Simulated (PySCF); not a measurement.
**Si3BH9O**

Si3BH9O is a small molecule, neutral, singlet. The structure, one conformer, was relaxed in the gas phase by PBE0-D3(BJ)/def2-SVP. No frequency run checks that it is a minimum.

SMILES: [SiH3]OB([SiH3])[SiH3]

```xyz
14

Si   -0.172    1.856   -0.174
B     0.347   -0.105    0.154
Si    2.244   -0.529    0.781
O    -0.515   -1.130   -0.024
Si   -2.114   -1.275   -0.549
H     0.753    2.774    0.563
H    -1.578    2.180    0.241
H    -0.051    2.173   -1.636
H     2.354   -0.207    2.243
H     2.641   -1.960    0.586
H     3.237    0.343    0.072
H    -2.180   -2.490   -1.403
H    -2.985   -1.427    0.648
H    -2.495   -0.063   -1.330
```
Atom numbers follow the order of the file, from 1.

Shieldings: GIAO PBE0/pcSseg-1. Shifts are against computed references at the same level: H TMS (σ 31.27 ppm), Si TMS (σ 352.0 ppm). Core levels by delta-SCF with SCAN, pcX-2 on the ionised atom and pcseg-1 elsewhere, spin-free X2C (2p3/2 is the spin-free 2p value less a third of a first-order spin-orbit splitting); from the vacuum level, for chosen atoms.

Give the shieldings and core levels atom by atom.


| atoms | bonded to | σ (ppm) | δ (ppm) | core level (eV) |
| --- | --- | --- | --- | --- |
| Si1 | 1 B + 3 H | 467.5 | -115.5 | 2p3/2 106.20 |
| B2 | 1 O + 2 Si | 12.1 | - | 1s 196.34 |
| Si3 | 1 B + 3 H | 455.7 | -103.7 | 2p3/2 106.06 |
| O4 | 1 B + 1 Si | 53.8 | - | 1s 538.53 |
| Si5 | 1 O + 3 H | 376.8 | -24.8 | 2p3/2 107.94 |
| H6 H7 H8 | 1 Si | 27.77 | 3.50 | - |
| H9 H10 H11 | 1 Si | 27.76 | 3.51 | - |
| H12 H13 H14 | 1 Si | 26.10 | 5.17 | - |

Values are those of this one static structure, with the three H of a rotating XH3 group averaged; atoms that internal rotation interchanges would show their mean in an NMR spectrum.

The core-hole state of B2 is spin-contaminated (⟨S²⟩ 0.79 against 0.75 for a pure doublet), so that value and differences from it are less sure.

Which of Si1, Si3, Si5 holds its core electrons tightest, and by how much against the loosest?

Si5 (bonded to 1 O + 3 H), by 1.88 eV over Si3 (bonded to 1 B + 3 H).

By CAM-B3LYP/def2-SVPD (TDDFT singlets, Tamm-Dancoff triplets, ionisation by delta-SCF), where does absorption start, and what does vertical ionisation take?

The first singlet with intensity lies at 5.82 eV (f 0.008); what lies below it is dark. The lowest singlet lies at 3.70 eV (f 0.000), the strongest of the first 6 at 6.59 eV (f 0.057), the lowest triplet at 3.07 eV; vertical ionisation takes 8.89 eV.
